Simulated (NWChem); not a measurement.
# FeHSCl, quintet; SMILES [SH][Fe][Cl]

```xyz
4

Fe     0.1640     0.0068     0.0000
Cl     0.0299    -2.1463     0.0000
S      0.3462     2.2285     0.0000
H     -0.9981     2.3938     0.0000
```
Atoms are numbered in this order, from 1.

All runs: NWChem. Spin-unrestricted. In the optimisation the excess spin sits in a' and a" (Cs, its own frame). The geometry was optimised at PBE0/def2-SVP, spin-unrestricted. This spin state was assumed; another may lie lower. No stability test was run on the SCF state. Vzz is the largest principal value of the second derivative of the potential at the nucleus (NWChem prints the opposite sign); η is the asymmetry. Non-relativistic.

Question: Predict the results for B3LYP/def2-SVP. Quantities: Vzz Fe1 (a.u.); η Fe1; Vzz Cl2 (a.u.); η Cl2; Vzz S3 (a.u.); η S3.

Answer: 
- Vzz Fe1 (a.u.) = -3.142
- η Fe1 = 0.49
- Vzz Cl2 (a.u.) = 0.939
- η Cl2 = 0.08
- Vzz S3 (a.u.) = 1.722
- η S3 = 0.57
